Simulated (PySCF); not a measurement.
C2H11NSi3, SMILES CC[Si@H]1N[SiH2][SiH2]1.

Coordinates come from a PBE0-D3(BJ)/def2-SVP optimisation. The structure was generated by enumeration; whether it is a known compound was not checked. The values are those of a single conformer.

Two levels are set side by side: PBE/def2-TZVP (PySCF) and PBE0/def2-TZVP (PySCF). Same geometry, gas phase. Differences are taken from unrounded values.

| quantity | PBE0 | PBE | PBE minus PBE0 |
|---|---|---|---|
| orbital gap (eV) | 6.61 | 4.76 | -1.85 |
| highest occupied level (eV) | -7.01 | -5.95 | 1.05 |
| lowest empty level (eV) | -0.40 | -1.20 | -0.80 |
| dipole moment (D) | 1.38 | 1.44 | 0.06 |

Without exact exchange PBE keeps part of each electron's self-repulsion, which lifts occupied levels and narrows the gap. Differences between two approximate levels are no errors against the true value.

Rough cost on one machine, each run with all the roots and properties that it gave: PBE0 against PBE within a factor of 2.
